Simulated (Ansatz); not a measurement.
Gas-phase electronic energies from Ansatz, PBE0-D4/def2-TZVP geometries. CBS: MP2 limit from def2 TZ/QZ plus the TZ coupled-cluster correction, frozen cores. This one scheme is used for every species. DFT in def2-TZVPP. For Zn outer-core shells are correlated without core-valence functions, which leaves a few kJ/mol of doubt a bond. Scalar relativity is left out up to krypton. One conformer a species, not always the lowest.

Reaction (ligand exchange at the Si–N bond): `C[SiH2][NH][ZnH]` + `N[SiH](O)O` → `C[SiH2]N[SiH](O)O` + `[NH2][ZnH]`

```csv
level,ΔE (kJ/mol)
PBE-D4,7.4
PBE0,8.4
HF/def2-QZVPP,9.5
MP2/CBS(def2),9.1
```

Question: What does CCSD(T)/CBS give? (Estimate.)

Answer: Computed: +8.8 kJ/mol. The listed levels differ from it by -1.4, -0.4, 0.7, 0.3 kJ/mol.

Largest T1 diagnostic among the species: 0.016.
